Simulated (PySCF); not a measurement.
**Basis and Hamiltonian dependence of the excitation energy of I⁺**

I⁺ [Kr] 4d10 5s2 5p4 (3P) → I⁺ [Kr] 4d10 5s1 5p5 (3P). Calculated with PySCF 2.14 from differences of total energies of unrestricted determinants, without spin-orbit coupling. Values in eV.

| basis | Hamiltonian | functions | UHF | r2SCAN | PBE0 | MP2 (valence) | CCSD(T) (valence) | CCSD(T) (valence and next inner shell) |
| --- | --- | --- | --- | --- | --- | --- | --- | --- |
| aug-cc-pwCVDZ-PP with ECP28MDF | ECP | 48 | 12.021 | 11.164 | 11.294 | 11.040 | 9.652 | 9.988 |
| aug-cc-pVTZ-PP with ECP28MDF | ECP | 55 | 12.022 | 11.138 | 11.281 | 11.087 | 9.746 | n/a |
| def2-TZVPPD with the def2 core potential (28 electrons) | ECP | 59 | 12.017 | 11.149 | 11.286 | 11.088 | 9.742 | 10.022 |
| x2c-TZVPPall | spin-free X2C | 60 | 12.027 | 11.031 | 11.214 | 11.169 | n/a | 10.182 |
| def2-QZVPPD with the def2 core potential (28 electrons) | ECP | 91 | 12.022 | 11.144 | 11.285 | 11.055 | 9.750 | n/a |
| aug-cc-pVQZ-PP with ECP28MDF | ECP | 92 | 12.023 | 11.143 | 11.283 | 11.068 | 9.776 | n/a |
| aug-cc-pVQZ-DK3 | spin-free X2C | 102 | 12.022 | 11.019 | 11.202 | 11.074 | 9.784 | n/a |
| x2c-QZVPPall | spin-free X2C | 112 | 12.021 | 11.019 | 11.204 | 11.081 | 9.825 | n/a |
| aug-cc-pVQZ-PP with one added diffuse shell each of s, p, d, f, g type with ECP28MDF | ECP | 117 | 12.023 | 11.144 | 11.283 | 11.068 | n/a | n/a |
| x2c-QZVPPall with one added diffuse shell each of s, p, d, f type | spin-free X2C | 128 | 12.021 | 11.019 | 11.204 | 11.081 | n/a | n/a |

Frozen in the all-electron rows: valence and next inner shell: [Ar] 3d10; valence: [Kr] 4d10; with a core potential, the same shells as far as they lie outside it.

Reference for a calculation without spin-orbit coupling: 9.986 eV (measured, between term centres; NIST).
